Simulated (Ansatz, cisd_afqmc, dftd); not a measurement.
Species: CH₂ClF, charge 0, singlet. CH2ClF (SMILES FCCl).
B3LYP-D3(BJ)/def2-TZVP minimum from Ansatz (a first-principles code):
```xyz
5

F     -1.3558     0.7711    -0.0633
C     -0.6911    -0.4140     0.0650
Cl     1.0724    -0.1496    -0.0054
H     -0.9215    -0.8485     1.0343
H     -0.9607    -1.0650    -0.7626
```
Charge 0, spin multiplicity 1.

Property: atomisation energy (electronic, to ground-state atoms), in kcal/mol. UHF or UKS for unpaired electrons; spin-orbit terms are left out. Cores are frozen in correlated methods. Rows without X2C or -DK are non-relativistic. The Monte Carlo rows (phaseless AFQMC, CISD trial, step 0.005/hartree) carry one-sigma bars that omit the constraint's bias. Outlying blocks are dropped, and bars are widened where a walk drifts. Over all cases where full CI ran beside it in this data, AFQMC minus full CI had a median of +0.1 mEh and passed +0.4 mEh in a tenth of the cases. CBS(X,Y): correlation extrapolated as X^-3, Hartree-Fock from the larger set (Q,5: extrapolated as (X+1)exp(-9√X)). A bracket is a step between two methods taken in the basis named. The functionals are non-relativistic, so their misses hold any scalar relativity. Double hybrids freeze cores in their MP2 part. 'core' is core correlation in cc-pwCVTZ (1s frozen past Ne), 'X2C' scalar relativity in cc-pVTZ-DK, both at CCSD(T). For partners of very few electrons the exact lower level stands in for a higher one.

```tsv
level	program	atomisation energy (kcal/mol)	difference against the last row
HF/cc-pV(T+d)Z	Ansatz	283.3	-119.9
r2SCAN-D4/def2-TZVPD	Ansatz + dftd4	403.7	0.5
CAM-B3LYP/def2-TZVPD	Ansatz	401.0	-2.2
wB97X-V/def2-TZVPD	Ansatz	402.6	-0.6
B2GP-PLYP-D3(BJ)/def2-TZVPD	Ansatz + dftd3	396.0	-7.2
MP2/cc-pV(Q+d)Z	Ansatz	408.5	5.3
MP2/CBS(cc-pV(Q+d)Z,cc-pV(5+d)Z)	Ansatz	414.0	10.8
AFQMC/CISD/cc-pV(D+d)Z	cisd_afqmc	366.3 ± 0.3	-36.9
CCSD(T)/CBS(cc-pV(Q+d)Z,cc-pV(5+d)Z) + [AFQMC/CISD - CCSD(T)]/cc-pV(D+d)Z + core + X2C	Ansatz + cisd_afqmc	403.0 ± 0.3	-0.2
CCSD(T)/CBS(cc-pV(Q+d)Z,cc-pV(5+d)Z) + [AFQMC/CISD - CCSD(T)]/cc-pV(T+d)Z + core + X2C	Ansatz + cisd_afqmc	403.6 ± 0.3	0.4
CCSD(T)/CBS(cc-pV(Q+d)Z,cc-pV(5+d)Z) + [CCSDT(Q) - CCSD(T)]/cc-pV(D+d)Z + core + X2C	Ansatz	403.2	0.0
```
